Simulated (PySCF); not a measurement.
FH₄N₂NbS, SMILES [NH2][Nb]([NH2])([F])=[S], multiplicity 1. Geometry: PBE-D3(BJ)/def2-SVP. The spin state was assumed, not searched. The structure was generated by enumeration; whether it is a known compound was not checked. The def2 effective core potentials stand for the cores of Nb; spin–orbit coupling is left out. One conformer was computed; it need not be the lowest.

Computed equilibrium geometry at PBE-D3(BJ)/def2-SVP (PySCF confirms it by a frequency run) as a Z-matrix, and its point group (one conformer of several):
point group Cs.
```
Nb
F 1 1.8936
N 1 1.9696 2 108.22
H 3 1.0254 1 126.26 2 122.37
H 3 1.0275 4 109.65 1 -176.66
N 1 1.9696 2 108.22 3 -120.18
H 6 1.0254 1 126.26 2 -122.37
H 6 1.0275 7 109.65 1 176.66
S 1 2.1663 2 114.13 3 119.91
```
Charge 0, spin multiplicity 1.
